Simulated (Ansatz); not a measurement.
Consider the formal exchange of groups at a Cd–N bond: `[F][Cd][N]([SiH3])[SiH3]` + `CC` → `C[CH2][Cd][F]` + `[SiH3]N[SiH3]`.

Isolated molecules relaxed with PBE0-D4/def2-TZVP in Ansatz; ΔE leaves out vibrations. CCSD(T)/CBS adds triple-zeta CCSD(T) − MP2 to the extrapolated MP2 energy (def2 sets, frozen cores). This one scheme is used for every species. Functionals use def2-TZVPP. Elements past krypton have def2 core potentials. For Cd outer-core shells are correlated without core-valence functions, which leaves a few kJ/mol of doubt a bond. One conformer a species, not always the lowest.

`[F][Cd][N]([SiH3])[SiH3]`:

```xyz
11

F    -2.986    0.513    2.774
Cd   -1.581    0.272    1.474
N    -0.111    0.024    0.139
Si    0.536    1.428   -0.623
Si    0.382   -1.586   -0.232
H     0.010    2.635    0.077
H     2.024    1.440   -0.554
H     0.150    1.531   -2.060
H    -0.253   -2.515    0.747
H     1.861   -1.729   -0.143
H    -0.031   -2.012   -1.599
```

`CC`:

```xyz
8

C    -0.610   -0.230    0.390
C     0.610    0.230   -0.390
H    -0.525    0.025    1.449
H    -1.523    0.236    0.013
H    -0.742   -1.312    0.322
H     0.525   -0.025   -1.449
H     1.523   -0.236   -0.012
H     0.742    1.312   -0.322
```

`C[CH2][Cd][F]`:

```xyz
9

C     1.007    0.627   -0.143
C    -0.497    0.397   -0.196
Cd   -1.120   -1.494    0.460
F    -1.705   -3.252    1.070
H     1.402    0.538    0.871
H     1.555   -0.082   -0.768
H     1.259    1.631   -0.499
H    -1.028    1.127    0.419
H    -0.875    0.509   -1.215
```

`[SiH3]N[SiH3]`:

```xyz
10

Si   -1.236    0.580   -0.756
N     0.324    0.543   -0.020
Si    1.120   -0.768    0.769
H    -1.930   -0.679   -0.388
H    -1.166    0.678   -2.241
H    -2.023    1.749   -0.276
H     0.869    1.390   -0.113
H     0.123   -1.854    0.940
H     1.644   -0.350    2.099
H     2.276   -1.290   -0.013
```

CCSD(T)/CBS gives +29.7 kJ/mol.

(1) Another level gave +41.5 kJ/mol. Which?
A. PBE0-D4/def2-TZVPP
B. B97M-V/def2-TZVPP
C. HF/def2-TZVPP
D. PBE/def2-TZVPP

Largest T1 diagnostic among the species: 0.015.

## Answers

(1) C. HF/def2-TZVPP 41.5, PBE0-D4 24.3, PBE 15.4, B97M-V 31.7 kJ/mol.

In def2-TZVPP, CCSD(T) changes the Hartree–Fock value by −9.9 kJ/mol (the triples alone add −0.1 kJ/mol) and MP2 by −13.8 kJ/mol. At CCSD(T), def2-SVP lies +14.1 kJ/mol from the extrapolated value and def2-TZVPP +1.9 kJ/mol.

CCSD(T)/CBS has its own doubt, a few kJ/mol and more with outer-core shells, so smaller differences from it don't rank the levels.
